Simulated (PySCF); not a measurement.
Work out the structure from these simulated measurements.

Formula: C8H16N; charge +1.

- Rotational structure: rotational constants A, B, C: 3.290, 1.230, 1.190 GHz [PBE0-D3(BJ)/def2-SVP]
- Polarisability: 88.5 au [CAM-B3LYP/def2-SVPD]
- XPS: C1s 295.1 (×4), C1s 296.3 (×4), N1s 412.0 eV [ΔSCF SCAN, pcX-2 on the ionised atom, pcseg-1 elsewhere, spin-free X2C]
- 1H NMR: chemical shifts (computed TMS as zero) by class: 3.19 (8 H), 2.33 (8 H) ppm [GIAO B97-2/pcSseg-1]
- 13C NMR: chemical shifts (computed TMS as zero) by class: 67.5 (4 C), 25.6 (4 C) ppm [GIAO B97-2/pcSseg-1]
- Triplet: lowest triplet excitation (Tamm–Dancoff): 9.00 eV [TDA CAM-B3LYP/def2-SVPD]
- NMR, other nuclei: isotropic shieldings of nuclei other than C and H, by class: 151 (1 N) ppm [GIAO B97-2/pcSseg-1]

Electronic properties: PySCF, gas phase, density fitting. Levels stand in brackets. Isolated species at its PBE0-D3(BJ)/def2-SVP geometry (one conformer only). NMR classes are plain means over equivalent atoms (diastereotopic ones count apart unless rotation or inversion swaps them), as if these changed places fast.

Question: Give a SMILES that accounts for the data.

Answer: Numbering: `[CH2:1]1[CH2:2][CH2:3][N+:4]2([CH2:5]1)[CH2:6][CH2:7][CH2:8][CH2:9]2`. 8 carbons fall into 2 classes; from least to most shielded: ring sp3 carbon bound to nitrogen [C3/C5/C6/C9] (67.5 ppm, 4 C, up to 3.1 ppm apart in this geometry), ring CH2 carbon [C1/C2/C7/C8] (25.6 ppm, 4 C, up to 5.3 ppm apart in this geometry). Hydrogen classes from least to most shielded: 8 H on 4 like atoms (sp3 carbon bound to nitrogen), C3/C5/C6/C9 (3.19 ppm, a mean of values up to 0.8 ppm apart in this geometry), 8 H on 4 ring CH2 carbons, C1/C2/C7/C8 (2.33 ppm). The other shieldings belong to: 151 ppm, ammonium nitrogen [N4]. The core levels belong to: C1s 295.1 eV, ring CH2 carbon [C1/C2/C7/C8]; C1s 296.3 eV, sp3 carbon bound to nitrogen [C3/C5/C6/C9]; N1s 412.0 eV, ammonium nitrogen [N4]. One atom of each topological class was ionised and stands for its class. The optimised geometry has point group C1 and is an asymmetric top. Structure: `C1CC[N+]2(C1)CCCC2`. Computed isomers that give other values at the same levels: `C=CCC[N+]1(C)CCC1` (smallest rotational constant: 0.915 GHz; this holds for the one conformer computed); `C1CCC([C@H]2CC[NH2+]2)C1` (rotational constant A: 3.785 GHz; this holds for the one conformer computed). The assignments are read from this structure; whether some other isomer fits the data as well wasn't checked.
